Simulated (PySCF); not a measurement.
## Sc⁺ (scandium, charge +1) across methods

[Ar] 4s2, closed-shell 1S (an excited configuration). Calculation: PySCF 2.14, in aug-cc-pwCVTZ-DK with one added diffuse shell each of s, p, d, f, g type (11s10p8d5f4g, 152 functions); the spin-free X2C one-electron Hamiltonian (Gaussian nucleus).

```
method  E (hartree)  mean ε 3s (eV)  mean ε 3p (eV)  mean ε 4s (eV)  Σ⟨r²⟩ (bohr²)   ⟨S²⟩
   PBE     -763.644         -67.556         -45.861         -11.308          35.44  0.000
   LDA     -761.886         -67.267         -45.856         -11.459          35.16  0.000
  PBE0     -763.683         -71.848         -48.494         -12.012          35.58  0.000
r2SCAN     -763.809         -69.620         -46.919         -11.361          35.89  0.000
```

Task: Estimate the same row for UHF.

Result: E (hartree) = -763.01418; mean ε 3s (eV) = -83.463; mean ε 3p (eV) = -55.185; mean ε 4s (eV) = -13.312; Σ⟨r²⟩ (bohr²) = 36.75; ⟨S²⟩ = 0.000.
